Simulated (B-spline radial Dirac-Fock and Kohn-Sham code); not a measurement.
Ionisation of each subshell: Cd¹⁴⁺

System: the Cd¹⁴⁺ ion in the configuration [Ar] 3d10 4s2 4p4; nuclear rms radius 4.6087 fm (A = 114).

Input of the calculation (task.json; shells as n, l, electrons):

```json
{"items": [{
  "Z": 48,
  "q": 14,
  "cfg": [[1, 0, 2], [2, 0, 2], [2, 1, 6], [3, 0, 2], [3, 1, 6], [3, 2, 10], [4, 0, 2], [4, 1, 4]],
  "A": 114,
  "rrms": 4.6087,
  "do": ["binding"]
}]}
```

Run with: `python xray_run.py task.json out`

Calculated with a radial B-spline solver, using Dirac-Fock energy differences between relaxed states, corrected for Breit and QED terms. Electron correlation is not included. Energies are counted from the vacuum level. Subshells whose hole state is unreliable or did not converge are left out.

All terms are in eV, carry their sign (relaxation lowers the binding energy) and add up to the binding energy; ⟨r⟩ is the mean radius of the orbital in the initial state.

```tsv
subshell	−ε (Koopmans)	relaxation	Breit	self-energy	vacuum polarisation	binding energy	⟨r⟩ (bohr)
K	27203.5	-51.78	-55.96	-32.33	4.13	27067.5	0.030
L1	4411.0	-22.59	-5.13	-3.89	0.46	4379.8	0.131
L2	4117.9	-25.71	-8.63	0.31	-0.02	4083.9	0.111
M1	1120.1	-5.13	-0.77	-0.77	0.09	1113.5	0.354
M2	1001.3	-5.46	-1.35	0.07	0.00	994.6	0.346
M4	758.1	-6.39	-0.43	0.08	-0.01	751.4	0.328
M5	750.8	-6.25	-0.20	0.06	-0.01	744.4	0.331
N1	409.0	-0.52	-0.18	-0.18	0.02	408.1	0.802
N2,3	360.9	-0.50	-0.21	0.01	0.00	360.2	0.843
```

For the deepest level, K (1s), the Breit terms make up -0.207 % of the binding energy, QED -0.104 % and orbital relaxation -0.191 %.

Spin-orbit splittings: 3d 6.94 eV.

Going to the tabulated ground configuration of the next ion removes an electron from N2,3 (4p), computed at 360.2 eV. NIST lists 358 ± 3 eV as the ionisation energy of this species (theoretical), -2.18 eV from the computed value, within the stated uncertainty.
